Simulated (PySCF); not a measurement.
## Two-component Hartree-Fock for Tm⁴³⁺ (thulium, charge +43)

Start: [Ar] 3d8; 3d3/2 filled at m_j = -3/2, -1/2, +1/2, +3/2; 3d5/2 filled at m_j = -1/2, +1/2, +3/2, +5/2. Calculated with PySCF 2.14 in an even-tempered Gaussian basis (16 s from 9.8 bohr⁻², ratio 2.8; 12 p from 13 bohr⁻², ratio 2.8; 8 d from 13 bohr⁻², ratio 2.8; 3 f from 47 bohr⁻², ratio 3): generalised Hartree-Fock with the X2C-1e Hamiltonian and a Gaussian nucleus; one run each with spin-orbit coupling (SO) switched off, then screened by Boettger's factors.

```tsv
spinor shell	electrons	ε, spin-free (eV)	ε, screened SO (eV)	weight of nominal j (screened SO)	rms radius, screened SO (bohr)
1s1/2	2	-61924.2	-61908.9	1.000	0.0227
2s1/2	2	-12375.0	-12369.6	1.000	0.0915
2p1/2	2	-11187.2	-11890.1	1.000	0.0780
2p3/2	4	-11187.2	-10891.9	1.000	0.0848
3s1/2	2	-4348.1	-4346.5	1.000	0.229
3p1/2	2	-3977.5	-4144.6	0.999	0.220
3p3/2	4	-3977.5	-3906.1	1.000	0.233
3d3/2	4	-3560.1	-3588.7	0.991	0.204
3d5/2	4	-3560.1	-3538.4	0.994	0.207
```

| quantity | spin-free | screened SO |
| --- | --- | --- |
| E (hartree) | -12225.09289 | -12238.01865 |
| M_J | 4 | 4 |
| ⟨J²⟩ | 20.000 | 20.000 |
| ⟨L²⟩ | 12.000 | 12.988 |
| ⟨S²⟩ | 2.000 | 1.808 |

Each row is a mean over spinors that exchange with the open shell spreads, by up to 36.161 eV (3p3/2).

Breit and QED terms are absent; they matter most for the inner s and p1/2 levels.

Densities and radii are taken from the X2C orbitals without a picture-change correction, which distorts them close to the nucleus.

Without spin-orbit coupling the j labels of p, d and f shells carry no meaning; the spin-free column gives the mean over the occupied spinors of each nl shell.
